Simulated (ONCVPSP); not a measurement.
**osmium (Os): one change to an ONCV potential, before and after**

- Element: Os
- Generator: ONCVPSP 4.0.1
- Type: optimised norm-conserving Vanderbilt (ONCV)
- Functional: PBEsol
- Relativity: scalar-relativistic
- Frozen core: [Kr] 4d10 4f14
- Valence charge: 16
- Reference configuration: 5s2 5p6 5d6 6s2
- Partial waves: 5s+6s: rc 1.40 bohr, ncon 4, nbas 8, qcut 7.1 1/bohr, 3 projectors, debl 0.7 Ha; 5p: rc 1.75 bohr, ncon 3, nbas 6, qcut 8.7 1/bohr, 3 projectors, debl 0.3 Ha; 5d: rc 1.75 bohr, ncon 4, nbas 8, qcut 6.3 1/bohr, 1 projector; f scattering state at 0.28 Ha: rc 1.60 bohr, ncon 3, nbas 8, qcut 6.8 1/bohr, 2 projectors, debl 0.6 Ha
- Local potential: polynomial inside 1.00 bohr (lpopt 4, dvloc0 6 Ha)
- Core correction: Teter function fitted to the true core (icmod 2), fcfact 0.35

In the p channel the program set the typed energies aside and used -1.869, 0.250, 0.550 Ha.

All-electron outer shells of the reference configuration (PBEsol, scalar-relativistic, ld1.x):

| shell | level (eV) | outermost node (bohr) | outermost maximum (bohr) |
| --- | --- | --- | --- |
| 5s | -91.60 | 0.51 | 0.91 |
| 4f | -52.02 | – | 0.40 |
| 5p | -50.86 | 0.55 | 1.03 |
| 5d | -6.29 | 0.60 | 1.36 |
| 6s | -6.19 | 1.20 | 2.48 |

Change: local potential polynomial inside 1.00 bohr (lpopt 4, dvloc0 0 Ha).

Cutoffs: the cutoffs (Ha) at which the residual kinetic energy of the hardest occupied pseudo-wave falls to 1 and 0.1 mHa per electron; they do not see the model core or the augmentation charge, which bear on the density cutoff. Errors are all-electron minus pseudo energies relative to the spin-unpolarised reference configuration.

**Question.** What does the change do?

**Answer.** The potential gets neither clearly harder nor softer (23 Ha and 72 Ha → 23 Ha and 72 Ha); both files keep a bound ghost (f, s); the errors of the 4 common tests hardly move.

| quantity | base | changed |
| --- | --- | --- |
| cutoff, loose | 23 Ha | 23 Ha |
| cutoff, tight | 72 Ha | 72 Ha |
| bound ghosts | s, f | s, f |
| GHOST(+) flags under 300 eV | none | none |
| error for 5s2 5p6 5d6 6s1, meV [ΔE 9.62 eV] | -3.9 | -3.9 |
| error for 5s2 5p6 5d6 6s0, meV [ΔE 26.56 eV] | -12 | -12 |
| error for 5s2 5p6 5d5 6s0, meV [ΔE 55.44 eV] | -13 | -12 |
| error for 5s2 5p6 5d6.5 6s1.5, meV [ΔE 0.06 eV] | -2.4 | -2.3 |
| s: phases at 1.42 bohr within 0.05 rad from the reference energy up to (Ha; the scan ends near 5) | to the end of the scan | to the end of the scan |
| p: phases at 1.78 bohr within 0.05 rad from the reference energy up to (Ha; the scan ends near 5) | to the end of the scan | to the end of the scan |
| d: phases at 1.78 bohr within 0.05 rad from the reference energy up to (Ha; the scan ends near 5) | 2.8 | 2.7 |
| f: phases at 1.63 bohr within 0.05 rad from the reference energy up to (Ha; the scan ends near 5) | n/a | n/a |
| rms error of d²Exc/dni dnj with the model core, mHa | 0.29 | 0.29 |

 A true bound ghost makes a file unfit for plane-wave use even where its test errors are small: the radial tests pick states by their node count and pass the ghost by.
